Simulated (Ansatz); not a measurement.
Geometry optimisation, Ansatz, RKS PBE0/def2-SVP.

Input file:

```yaml
crystal:
  periodic: [false, false, false]
  atoms:
    - { symbol: In, position_ang: [0.0, 0.0, 0.0] }
    - { symbol: O, position_ang: [0.0, 0.0, 1.99] }
    - { symbol: H, position_ang: [-0.9095, -0.2814, 2.3271] }
    - { symbol: O, position_ang: [1.7233, 0.0, -0.995] }
    - { symbol: H, position_ang: [2.0232, -0.9519, -1.1499] }
    - { symbol: Cl, position_ang: [-2.113, 0.0, -1.22] }
basis:
  gaussian: { orbitals: def2-SVP }
hamiltonian:
  xc: pbe0
relax:
  f_tol: 0.02
  max_steps: 40
```

Command:

```bash
$ ansatz run input.yaml --threads 1 --pin off --max-ram 2048MiB --backend cpu --events-out ev --progress --plain --runs-dir out
```

Task: Where does it end, and by what steps?

Result: The forces met the threshold. After 7 steps the energy has fallen by 0.282 eV; H5 moved furthest, 0.76 Å.

```
step  energy less start (eV)  largest force component (eV/Å)  accepted
   0                  0.0000                           1.887       yes
   1                 -0.0768                           2.332       yes
   2                 -0.1408                           1.485       yes
   3                 -0.1584                           0.632       yes
   4                 -0.1706                           0.402       yes
   5                 -0.2411                           0.351       yes
   6                 -0.2770                           0.153       yes
   7                 -0.2822                           0.019       yes
```

```xyz
6
Properties=species:S:1:pos:R:3
In 0.086 -0.200 0.133
O -0.112 -0.048 2.097
H -1.042 0.032 2.346
O 1.859 -0.387 -0.727
H 1.772 -0.468 -1.685
Cl -1.839 -0.163 -1.212
```

Whether the end is a true minimum wasn't checked by a vibrational analysis.

Run time: 18 s on 1 thread of AMD EPYC 9R45 96-Core Processor (Zen 5), on a shared host, peak memory 0.19 GiB.
